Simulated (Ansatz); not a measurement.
Computed with Ansatz on PBE0-D4/def2-TZVP structures; ΔE is electronic, products minus reactants. CBS: MP2 limit from def2 TZ/QZ plus the TZ coupled-cluster correction, frozen cores. Functionals use def2-TZVPP. For Se outer-core shells are correlated without core-valence functions, which leaves a few kJ/mol of doubt a bond. Scalar relativity is left out up to krypton. Each species was taken in one conformer, which may not be the lowest.

`[SiH3]C1=CO[SiH2]1` + `OC(O)=[Se]` → `OC(=[Se])O[SiH3]` + `C1=C[SiH2]O1`  (ligand exchange at the Si–C bond)

CCSD(T)/CBS gives -14.9 kcal/mol.

Task: Another level gave -14.5 kcal/mol. Which?
A. r2SCAN/def2-TZVPP
B. MP2/def2-TZVPP
C. HF/def2-TZVPP
D. PBE0-D4/def2-TZVPP

Result: B. MP2/def2-TZVPP -14.5, r2SCAN -13.1, PBE0-D4 -12.1, HF/def2-TZVPP -15.6 kcal/mol.

Largest T1 diagnostic among the species: 0.016.

In def2-TZVPP, CCSD(T) changes the Hartree–Fock value by +1.1 kcal/mol (the triples alone add +0.3 kcal/mol) and MP2 by +1.0 kcal/mol.
